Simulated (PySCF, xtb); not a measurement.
CH7GeNOSi, SMILES [SiH2]1[Ge@H]([OH])[NH]C1. Other conformers were not sampled.

Harmonic wavenumbers (cm⁻¹) from GFN2-xTB (xtb) at its own minimum, in rising order: 77, 111, 155, 180, 315, 356, 394, 424, 467, 489, 529, 594, 657, 674, 706, 733, 750, 778, 1054, 1131, 1146, 1301, 1490, 1626, 2215, 2236, 2846, 2890, 3461, 3671.

### Question
What does PySCF with B3LYP-D3(BJ)/def2-SVP give at its own minimum? (Estimate from the structure and the level; the computed values follow.)

### Answer
73, 104, 173, 232, 329, 346, 417, 485, 565, 615, 645, 675, 698, 756, 764, 854, 901, 946, 1046, 1161, 1171, 1322, 1479, 2072, 2215, 2228, 2976, 3018, 3569, 3838. Paired by order, the mean absolute difference is 77 cm⁻¹ and the zero-point energies are 47.8 and 51.0 kcal/mol.
